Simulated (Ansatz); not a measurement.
## Relative stability

The two ends of one reaction step of SiN2H7F, closed shell (PBE0-D4/def2-TZVP).

A:

| atom | x (Å) | y (Å) | z (Å) |
| --- | --- | --- | --- |
| Si1 | -0.2828 | -0.5820 | -0.7001 |
| F2 | 1.5130 | 0.8187 | 1.7067 |
| H3 | -1.4383 | -0.8236 | -1.6055 |
| H4 | 0.5839 | -1.7919 | -0.6938 |
| N5 | 0.4050 | 0.8954 | -1.1781 |
| H6 | 0.6825 | 0.3568 | 1.5491 |
| N7 | -0.6973 | -0.3961 | 0.9934 |
| H8 | 0.3398 | 1.2353 | -2.1214 |
| H9 | 1.1807 | 1.2870 | -0.6654 |
| H10 | -0.8401 | -1.2518 | 1.5138 |
| H11 | -1.4465 | 0.2521 | 1.2012 |

B:

Si1  (0.311, 0.244, -0.644)
F2  (0.209, 1.386, 0.491)
H3  (-1.065, -0.157, -0.996)
H4  (1.218, -0.804, -0.140)
N5  (1.017, 0.839, -2.079)
H6  (-0.453, -1.654, 2.366)
N7  (-0.952, -0.980, 1.798)
H8  (0.503, 1.432, -2.710)
H9  (2.008, 1.006, -2.146)
H10  (-1.931, -1.236, 1.811)
H11  (-0.865, -0.076, 2.247)
(Å)

Ansatz 0.2.0; basis: def2-TZVPP; cores frozen in the correlated methods. B3LYP uses VWN-RPA correlation.

(1) Which structure is lower at CCSD(T), and by how much? (An estimate is asked for; the value comes from the calculation.)

T1 diagnostic: at most 0.010.

## Answers

(1) Computed: B, by 0.618 eV (electronic energy, against the other). By their contacts, A is a complex of SiN₂H₆ ([NH2][SiH2][NH2]) + HF and B is a complex of SiNH₄F ([NH2][SiH2][F]) + NH₃.

All methods give the same order:

```tsv
method	E(B) − E(A) (eV)
SPW92	-0.334
PBE-D4	-0.489
BLYP-D4	-0.573
r2SCAN-D4	-0.576
B97M-V	-0.684
PBE0-D4	-0.519
B3LYP-D4	-0.595
r2SCAN0-D4	-0.582
BHLYP-D4	-0.654
CAM-B3LYP-D4	-0.602
wB97X-V	-0.614
wB97M-V	-0.630
B2PLYP	-0.631
PBE-QIDH	-0.565
RPA on PBE	-0.649
HF	-0.841
MP2	-0.584
CCSD	-0.651
CCSD(T)	-0.618
```

Labels in which every atom is bracketed show which atoms are joined, not bond orders.

For scale, one of the runs: CCSD(T)/def2-TZVPP, 233 basis functions (an equivalent command: `ansatz run in.yaml --threads 4`). The run took 94 s on 4 CPU threads (shared host), with 4.2 GiB of host memory at its peak.
